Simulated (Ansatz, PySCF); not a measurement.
System: CH₃BO (charge 0, singlet). 
Structure (B3LYP-D3(BJ)/def2-TZVP (Ansatz, an electronic-structure program) minimum search):
```
B
H 1 1.2065
H 1 1.2065 2 113.74
H 1 1.2065 2 113.74 3 -132.37
C 1 1.5197 2 104.76 4 -113.81
O 5 1.1287 2 147.44 1 180.00
```

Quantity: atomisation energy (electronic, to ground-state atoms), in kcal/mol. Cores are frozen in the correlated levels unless marked. UHF or UKS for open shells. Spin-orbit coupling is left out. No relativistic terms. The coupled-cluster limit lacks core correlation, which all-electron functionals hold. Basis-set limits of correlation are two-point, X^-3; Hartree-Fock from the larger set.

| level | program | atomisation energy (kcal/mol) |
|---|---|---|
| M06-L/def2-TZVPD | PySCF | 577.3 |
| PBE0/def2-QZVPP | Ansatz | 570.5 |

**Question.** Estimate the value at CCSD(T)/CBS(cc-pVTZ,cc-pVQZ) as computed with Ansatz.

**Answer.** 564.3 kcal/mol, so PBE0/def2-QZVPP differs from it by 6.2 kcal/mol.
